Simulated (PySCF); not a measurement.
How methods differ on the excitation energy of S⁺

S⁺ [Ne] 3s2 3p3 (4S) → S⁺ [Ne] 3s1 3p3 4s1 (6S), as a difference of total energies. Calculation: PySCF 2.14, in aug-cc-pwCVTZ (8s7p5d3f, 75 functions); the non-relativistic Hamiltonian (point nucleus). Correlated levels: valence and next inner shell: 1s2 frozen. The calculations carry no spin-orbit coupling.

| method | excitation energy (eV) |
| --- | --- |
| UHF | 18.501 |
| MP2 (valence and next inner shell) | 20.289 |
| SCS-MP2 (valence and next inner shell) | 20.783 |
| CCSD (valence and next inner shell) | 20.408 |
| CCSD(T) (valence and next inner shell) | 20.508 |

How much does correlation contribute at CCSD(T) (valence and next inner shell)?

20.508 − (18.501) = 2.007 eV, measured against UHF.

The promoted electron is Rydberg-like, and one or two diffuse shells describe it only roughly, which tends to raise the upper state.
